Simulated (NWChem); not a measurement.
System: C₂H₃BrF₂; SMILES BrC(F)(C)F

Computed with NWChem. Structure relaxed at the PBE0/def2-SVP level. Hybrids' shares of exact exchange are those that their runs print; pure functionals count as 0. The functionals differ in more than this share.

| row | share of exact exchange | orbital gap (eV) |
|---|---|---|
| PBE/def2-SVP | 0.00 | 5.81 |
| LDA (Slater exchange, VWN5)/def2-SVP | 0.00 | 5.73 |
| B3LYP/def2-SVP | 0.20 | withheld |
| PBE0/def2-SVP | 0.25 | 8.23 |
| BHandHLYP/def2-SVP | 0.50 | 10.60 |

Task: Fit a straight line of the last column on the one before it, predict the withheld value, and compare with the run.

Result: 
1. Means of the 4 shown rows: x = 0.188, y = 7.592. Slope Σ(x − x̄)(y − ȳ)/Σ(x − x̄)² = 1.663/0.1719 = 9.676; intercept 5.778.
2. The shown rows scatter about the line by 0.034 (root mean square); the largest residual is -0.05, at LDA (Slater exchange, VWN5)/def2-SVP.
3. At x = 0.20 (B3LYP/def2-SVP; inside the shown range) the line gives 7.71.
4. The run gives 7.67, -0.04 from the line, 1.2 times the scatter.
